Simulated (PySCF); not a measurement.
Sn(CN)4, C4N4Sn.
Bonds: Sn1–C2, Sn1–C4, Sn1–C6, Sn1–C8, C2–N3, C4–N5, C6–N7, C8–N9.

Computed by this run: PBE0-D3(BJ)/def2-SVP geometry optimisation, gas phase, def2 core potentials past Kr in PySCF; density fitting, grid level 1; the optimiser is geomeTRIC in internal coordinates, started from a GFN2-xTB structure with every atom displaced at random (about 0.03 Å).

Step 3: E = -15916.2567 eV
```
atom  x, y, z in Å  |  force x, y, z in eV/Å
Sn1     0.0206   -0.0104   -0.0029    0.041   0.135  -0.025
C2     -0.0038   -0.0148    2.0841    0.007  -0.039   0.022
N3     -0.0200   -0.0275    3.2434    0.006   0.011  -0.086
C4      1.9939    0.0055   -0.6899   -0.315  -0.054   0.077
N5      3.0733   -0.0237   -1.1063    0.194   0.027  -0.042
C6     -0.9603    1.7010   -0.6921    0.005   0.059  -0.037
N7     -1.4834    2.6588   -1.0851    0.052  -0.124   0.052
C8     -0.9605   -1.7018   -0.7220   -0.016  -0.044   0.079
N9     -1.5270   -2.6566   -1.0547    0.026   0.028  -0.041
```

Step 4: E = -15916.2587 eV
```
atom  x, y, z in Å  |  force x, y, z in eV/Å
Sn1     0.0164   -0.0048   -0.0038   -0.071   0.038  -0.013
C2      0.0008   -0.0168    2.0780   -0.005  -0.019   0.032
N3     -0.0093   -0.0312    3.2367    0.005   0.007   0.000
C4      1.9798    0.0026   -0.6853    0.050  -0.040  -0.055
N5      3.0635   -0.0234   -1.0942    0.019   0.025   0.020
C6     -0.9575    1.7032   -0.6949    0.006   0.024  -0.018
N7     -1.4808    2.6595   -1.0885    0.001  -0.023   0.010
C8     -0.9599   -1.7017   -0.7164   -0.017  -0.012   0.065
N9     -1.5202   -2.6570   -1.0573    0.011   0.001  -0.041
```

Step 5: E = -15916.2596 eV
```
atom  x, y, z in Å  |  force x, y, z in eV/Å
Sn1     0.0115   -0.0016   -0.0041    0.023  -0.038   0.010
C2      0.0018   -0.0178    2.0788   -0.005  -0.005  -0.009
N3     -0.0033   -0.0323    3.2373    0.004   0.003   0.023
C4      1.9785   -0.0001   -0.6868    0.089  -0.029  -0.062
N5      3.0658   -0.0217   -1.0889   -0.077   0.020   0.049
C6     -0.9574    1.7034   -0.6968   -0.011   0.042  -0.020
N7     -1.4817    2.6584   -1.0911   -0.015   0.012  -0.005
C8     -0.9634   -1.7015   -0.7119   -0.016  -0.003   0.048
N9     -1.5190   -2.6562   -1.0621    0.008  -0.003  -0.034
```

**Question.** Estimate the geometry and energy of step 6. (The exact step hangs on the optimiser's Hessian estimate; all steps are aligned on step 5, rigid shifts and turns removed.)

**Answer.** E = -15916.2605 eV, largest force 0.118 eV/Å
```
atom  x, y, z in Å  |  force x, y, z in eV/Å
Sn1     0.0070   -0.0008   -0.0035    0.034  -0.034   0.017
C2      0.0054   -0.0192    2.0807   -0.008   0.012  -0.036
N3      0.0077   -0.0321    3.2392    0.003   0.000   0.028
C4      1.9747   -0.0061   -0.6877    0.102  -0.009  -0.053
N5      3.0664   -0.0191   -1.0788   -0.107   0.010   0.048
C6     -0.9586    1.7065   -0.7011    0.012  -0.019   0.011
N7     -1.4849    2.6597   -1.0963   -0.026   0.040  -0.018
C8     -0.9682   -1.7030   -0.7056   -0.018   0.003   0.021
N9     -1.5168   -2.6554   -1.0726    0.007  -0.002  -0.019
```

The energy changes by -0.0008 eV. The first-order estimate −F·Δx gives -0.0014 eV and the mean of the old and new forces, exact on a quadratic surface, -0.0009 eV. The step makes an angle of 71° with the force vector and moves no atom by more than 0.011 Å.

The cost below is that of the whole optimisation. On one thread of an Arm Neoverse V1, shared host with 32 logical CPUs at a one-minute load of 23, this took 1.7 min and 0.52 GiB of memory at its peak.
